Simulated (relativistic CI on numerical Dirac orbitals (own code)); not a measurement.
# How well does a small relativistic CI reproduce Cd²⁺?

Method of calculation: Dirac-Coulomb-Breit CI, KLI orbitals optimised for each configuration, a model potential for QED, valence Slater integrals scaled by 0.85, P86 correlation energy added to each configuration (own radial code, finite nucleus).

Configurations in the expansion (outside the closed core [Kr]): 4d10, 4d9.5s, 4d9.5p, 4d9.4f, 4d9.5d, 4d9.6s, 4d9.6p, 4d9.7s, 4d9.6d, 4d9.7p, 4d9.5f, 4d9.5g, 4d9.7d, 4d9.6f. Double excitations out of closed p, d and f shells are left out; levels of such configurations are missing from the list, as are those of other unlisted configurations, and high levels can miss mixing partners.

```tsv
Configuration	Term (tabulated)	J	Measured (cm⁻¹)	Computed	Error	Purity (%)
4d10	1S	0	0.0	0	0	100
4d9.5s	3D	3	80454.3	83432	2977	100
4d9.5s	3D	2	82354.6	85417	3063	80
4d9.5s	3D	1	86219.5	88994	2775	100
4d9.5s	1D	2	88871.8	92109	3238	80
4d9.5d	3S	1	202966.1	199798	-3168	78
4d9.6s	3D	3	204421.1	201425	-2997	100
4d9.5d	3D	3	206087.7	202897	-3190	78
4d9.5d	3F	4	206967.8	203669	-3299	81
4d9.6s	3D	1	210220.5	207014	-3206	100
4d9.5d	3G	3	210837.5	207431	-3407	79
4d9.5d	3F	2	211924.8	209170	-2755	77
4d9.5d	3D	1	212049.8	207924	-4125	75
```

Measured levels from Moore, Atomic Energy Levels, vol. III, NSRDS-NBS 35 (1971 reprint of NBS Circular 467, 1958); pairs were made by configuration, J and term (by order where the table uses no LS term), so strongly mixed levels may be paired wrongly. The analysis dates from before 1960.

Mean error by configuration (cm⁻¹): 4d9.5s 3013; 4d9.5d -3324; 4d9.6s -3102. Over the excited levels the mean absolute error is 3183 cm⁻¹ (12 of the 28 excited levels that our extract of the source holds in range could be paired, and the others can miss by more), and the median relative error of those above 1,000 cm⁻¹ is 1.6 %.
